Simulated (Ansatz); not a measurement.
GaCl2(NH2) (GaNCl2H2), relaxed as a singlet with RKS PBE0-D4/def2-SVP in Ansatz, starting from the GFN2-xTB geometry. Force threshold 0.02 eV/Å.

Start:

```xyz
6

Ga   -0.588   -0.030    0.476
Cl   -0.902   -1.771    1.570
Cl   -1.827    1.629    0.654
N     0.738   -0.015   -0.798
H     1.078    0.866   -1.165
H     1.501   -0.679   -0.738
```

Problem. Estimate the energy that the relaxation releases and the steps that it takes.

Solution. 2.1 kcal/mol, in 8 steps; 12 s on 4 threads of Arm Neoverse V1 on a shared host. No frequencies were taken in this run, so the end may be a saddle point.

Problem. Does the start keep its bonding and symmetry?

Solution. By distances, no bond broke or formed. The bond that changes most is Ga1–Cl3, from 2.08 to 2.13 Å (atoms count from 1). Point group Cs at the start, C2v at the end, both within 0.05 Å; within 0.015 Å the end is Cs.

Problem. Predict the relaxed structure.

Solution. 
```xyz
6

Ga   -0.559   -0.030    0.450
Cl   -0.935   -1.792    1.593
Cl   -1.869    1.639    0.664
N     0.828    0.043   -0.676
H     1.052    0.859   -1.229
H     1.483   -0.719   -0.802
```
Bond lengths: 2 × Cl–Ga 2.13 Å; 1 × Ga–N 1.79 Å; 2 × H–N 1.01 Å.
